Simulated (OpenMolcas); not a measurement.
Mo4+ (d2) in a complex was computed by SS-CASPT2, IPEA 0.25 Eh, imaginary shift 0.1 Eh with the d shell active (OpenMolcas, ANO-RCC-VTZP on the metal). Its lowest spin-free states, and all those of the highest spin:

```json
{"2S+1": "3", "Degeneracy": "2", "E (cm-1)": "0"}
{"2S+1": "3", "Degeneracy": "1", "E (cm-1)": "220"}
{"2S+1": "1", "Degeneracy": "2", "E (cm-1)": "5720"}
{"2S+1": "1", "Degeneracy": "1", "E (cm-1)": "6300"}
{"2S+1": "1", "Degeneracy": "2", "E (cm-1)": "6590"}
{"2S+1": "1", "Degeneracy": "1", "E (cm-1)": "15480"}
{"2S+1": "3", "Degeneracy": "2", "E (cm-1)": "23170"}
{"2S+1": "3", "Degeneracy": "1", "E (cm-1)": "23720"}
{"2S+1": "3", "Degeneracy": "2", "E (cm-1)": "28050"}
{"2S+1": "1", "Degeneracy": "1", "E (cm-1)": "28570"}
{"2S+1": "1", "Degeneracy": "2", "E (cm-1)": "28880"}
{"2S+1": "3", "Degeneracy": "1", "E (cm-1)": "29320"}
{"2S+1": "3", "Degeneracy": "1", "E (cm-1)": "49810"}
```

Is the site octahedral, tetrahedral or cube-like, axial, or of lower symmetry?

The states with 2S+1 = 3 have orbital degeneracies 2, 1, 2, 1, 2, 1, 1. There are pairs but no triples, so the site is axial: not cubic, but with a proper or improper axis of order three or more. The run had Mo4+ with 6 ligands (chloride) in trigonal antiprismatic coordination (D3d) at 2.41 Å, a polar angle of 60.2° against the regular 54.74°. A charge of +0.333 e stands 2.8 Å behind each ligand. Ligand basis ANO-RCC-VDZP.

Roots that are degenerate in the reference are averaged as groups; the widest CASPT2 spread within a group is 270 cm-1 (the 2-fold group of multiplicity 3 near 0 cm-1 above the lowest state of its run). Shifts and gaps below about the spread of the groups concerned are not significant. Over all roots computed the reference weight is 0.63 to 0.65; a low but even weight reflects the number of correlated electrons. Spin-orbit coupling mixes the spin-free states strongly: the lowest level takes only 64 % from its leading state, 3E. An orbital doublet at a regular site is open to a Jahn-Teller distortion, which this geometry leaves out. The least metal-like active orbital is 71 % on the metal (Löwdin) and no ligand orbital is active, so the numbers are rough. Ligand-to-metal charge-transfer states are missing. With no ligand orbital active B as a rule stays too high, so bands that hang on it stand too high and its fall with covalency is understated. With one d shell and no ligand orbital active, 10Dq can be off by a tenth or more. No measured value stands beside these numbers; the geometry was imposed, not optimised, and the real ion may take another.
